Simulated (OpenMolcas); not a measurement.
Co3+.

```
Program             : OpenMolcas 26.06
Basis               : ANO-RCC-VTZP [6s5p3d2f1g]
Scalar Hamiltonian  : DKH2, point nucleus
Active space        : 6 electrons in 10 orbitals (3d 4d)
State averaging     : 2S+1 = 5 even, 5 roots; 2S+1 = 3 even, 45 roots; 2S+1 = 1 even, 44 roots
Spin-orbit coupling : RASSI with atomic mean-field integrals over the reference wave functions, term energies averaged over their components
```

Two sets of levels on these reference wave functions, in cm⁻¹ above 3d⁶ ⁵D₄: one from CASSCF and one from MS-CASPT2, IPEA 0.25 Eh, imaginary shift 0.1 Eh (closed shells correlated: 3s 3p).

| Level | Set 1 | Set 2 |
| --- | --- | --- |
| 3d⁶ ⁵D₄ | 0.0 | 0.0 |
| 3d⁶ ⁵D₃ | 606 | 609 |
| 3d⁶ ⁵D₂ | 1029 | 1028 |
| 3d⁶ ⁵D₁ | 1300 | 1296 |
| 3d⁶ ⁵D₀ | 1432 | 1426 |
| 3d⁶ ³H₆ | 25600 | 24620 |
| 3d⁶ ³H₅ | 25900 | 24890 |
| 3d⁶ ³H₄ | 26110 | 25070 |
| 3d⁶ ³P₂(1) | 27930 | 23760 |
| 3d⁶ ³F₄(1) | 29150 | 26330 |
| 3d⁶ ³F₃(1) | 29500 | 26640 |
| 3d⁶ ³F₂(1) | 29760 | 26860 |
| 3d⁶ ³P₁(1) | 29810 | 25650 |
| 3d⁶ ³P₀(1) | 30580 | 26410 |
| 3d⁶ ³G₅ | 32200 | 29950 |
| 3d⁶ ³G₄ | 32780 | 30490 |

Q: Which set is which?

A: Set 2 is MS-CASPT2. Its levels of the other terms of 3d⁶ lie at 0.85 to 0.96 of the other set's values, as expected, since terms of lower spin or lower L gain more correlation energy than the Hund ground term. Against 14 measured levels (Sugar and Corliss, J. Phys. Chem. Ref. Data 10, 1097 (1981)) the mean absolute deviation is 720 cm-1 with it and 2800 cm-1 without; single levels miss by up to 960 cm-1 with it.

CASPT2 does not keep the components of a term degenerate, so their means are used; among the terms shown or strongly mixed into the levels shown the widest spread is 220 cm-1 (3d⁶ ³G, MS-CASPT2). Active for correlation alone: 4d; no level in the range computed is led by a configuration that fills it, so any true level of that kind is missing. Without dynamic correlation excited terms often stand tens of per cent too high (terms of higher spin than the ground term too low), and those without a measured partner can miss by more than the paired ones (holds for CASSCF). Measured partners are found by configuration, term and J. A level has none where our copy of the source lacks it or the pairing is in doubt (some pairs that miss far off the trend of their configuration count as doubtful), and it then counts in no deviation. Only configurations of the active space appear. Levels that lie high or do not pair safely by name in every column are left out.

A number in round brackets counts repeated terms of one configuration in the order of the reference energies.
